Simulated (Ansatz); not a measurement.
The lowest singlet and triplet of CH2O (SMILES [CH]O); geometries from B3LYP-D3(BJ)/def2-TZVP, each state relaxed from the structure named, with no frequency check.
Singlet (charge 0, multiplicity 1):
| atom | x (Å) | y (Å) | z (Å) |
|---|---|---|---|
| C | 0.7252 | 0.1901 | -0.0012 |
| O | -0.5735 | 0.0685 | 0.0017 |
| H | 1.1585 | -0.8427 | -0.0057 |
| H | -0.9221 | -0.8459 | -0.0005 |
Triplet (charge 0, multiplicity 3):
```xyz
4

C      0.670     0.075    -0.297
O     -0.546     0.066     0.243
H      1.515    -0.493     0.097
H     -1.166    -0.491    -0.255
```

A positive gap puts the triplet lower; no zero-point energy. R- takes a restricted singlet. U- takes an unrestricted singlet (broken symmetry where lower, unprojected). The triplet is unrestricted in single-reference levels. Active spaces average the two states.

Cores are frozen in the correlated methods.

Run with Ansatz (an electronic-structure program). Values without a source in brackets are computed.

```tsv
level	gap E(singlet) − E(triplet), adiabatic (kJ/mol)
R-HF/cc-pVDZ	-6.3
R-SVWN5/def2-TZVPP	-79.9
U-r2SCAN/def2-TZVPP (spin-contaminated)	-46.2
R-wB97M-V/def2-TZVPP	-96.1
R-MP2/cc-pVDZ	-76.3
U-SCS-MP2/cc-pVTZ (spin-contaminated)	-77.9
U-CCSD/cc-pVDZ (spin-contaminated)	-81.6
R-CCSD(T)/cc-pVQZ	-91.2
FIC-MRCISD+Q on SA-CASSCF(2,2)/cc-pVQZ	[?]
```

What belongs in the gaps?


- FIC-MRCISD+Q on SA-CASSCF(2,2)/cc-pVQZ, gap E(singlet) − E(triplet), adiabatic (kJ/mol): -88.9

Doubts at one or more of the structures used: a restricted determinant that unrestricted orbitals would lower (R-HF/cc-pVDZ, R-MP2/cc-pVDZ, R-CCSD(T)/cc-pVQZ); T1 above 0.05 (U-CCSD/cc-pVDZ (spin-contaminated)).
